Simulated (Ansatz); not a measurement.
Isolated molecules relaxed with PBE0-D4/def2-TZVP in Ansatz; ΔE leaves out vibrations. CCSD(T)/CBS is the MP2 limit (def2-TZVPP, def2-QZVPP) plus CCSD(T) − MP2 in def2-TZVPP, frozen cores. This one scheme is used for every species. Functionals use def2-TZVPP. Elements past krypton have def2 core potentials. For I outer-core shells are correlated without core-valence functions, which leaves a few kJ/mol of doubt a bond. One conformer a species, not always the lowest.

`CBI` + `CF` → `FCBI` + CH₄  (formal exchange of groups at a B–C bond)

| level | ΔE (kcal/mol) |
| --- | --- |
| r2SCAN-D4 | 0.2 |
| CAM-B3LYP-D4 | 0.3 |
| ωB97X-V | 0.6 |
| ωB97M-V | 0.4 |
| PBE | 0.2 |
| BHLYP | 1.2 |
| MP2/def2-SVP | 1.2 |
| MP2/def2-QZVPP | 1.5 |

(1) What does CCSD(T)/CBS give? (An estimate is asked.)

Largest T1 diagnostic among the species: 0.012.

Results:

(1) Ansatz gave: +1.1 kcal/mol. The listed levels differ from it by -0.9, -0.8, -0.5, -0.7, -0.9, 0.1, 0.1, 0.4 kcal/mol.

Leaving LDA and LC-ωPBE aside and taking each functional with its dispersion term where it has one, the values, not all of them listed here, spread over 1.5 kcal/mol, from BLYP-D4 to PBE-QIDH. LDA lies −0.9 kcal/mol from PBE without D4. In def2-TZVPP, CCSD(T) changes the Hartree–Fock value by −1.4 kcal/mol (the triples alone add −0.2 kcal/mol) and MP2 by −1.1 kcal/mol.
